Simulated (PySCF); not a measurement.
C₅H₁₁Si, doublet, geometry from GFN2-xTB.

Here is a job for PySCF.
```python
from pyscf import gto, scf, dft

mol = gto.Mole()
mol.atom = '''
    C    -0.48130263   -0.54229435    1.93985837
    Si   -0.30974049   -0.19760081    0.13171235
    C    -0.91856830   -1.68566693   -0.89593603
    C    -1.26363719    1.38508787   -0.33835726
    C     1.53721877    0.04003556   -0.27693796
    C     2.11951587    1.19718816   -0.53965245
    H    -0.55708985    0.23937689    2.67522094
    H    -0.44268157   -1.53660897    2.34889630
    H    -0.38333621   -2.58934057   -0.62188198
    H    -0.76942544   -1.52536564   -1.95967196
    H    -1.97612059   -1.86945095   -0.73474173
    H    -2.33395811    1.24964921   -0.21838484
    H    -0.96670646    2.21750029    0.29142353
    H    -1.07994180    1.66755967   -1.37055090
    H     2.14647980   -0.85595015   -0.27363070
    H     3.17300341    1.28065482   -0.76451311
    H     1.56678460    2.12228493   -0.54998627
'''
mol.basis = '6-31g'
mol.spin = 1
mol.verbose = 4
mol.build()

mf = dft.UKS(mol)
mf.xc = 'b3lyp'
mf.kernel()
```

### Question
What does this run give for the total energy, nuclear repulsion energy, Mulliken (on the basis functions themselves) charges in atom order?

### Answer

| Quantity | Result |
|---|---|
| total energy | -486.5207 Eh |
| nuclear repulsion energy | 286.4152 Eh |
| Mulliken (on the basis functions themselves) charges in atom order | C1 -0.53, Si2 0.93, C3 -0.70, C4 -0.71, C5 -0.33, C6 -0.28, H7 0.14, H8 0.14, H9 0.16, H10 0.16, H11 0.16, H12 0.16, H13 0.16, H14 0.16, H15 0.13, H16 0.12, H17 0.13 |

These values belong to the state on which the SCF converged, which isn't shown to be the lowest.
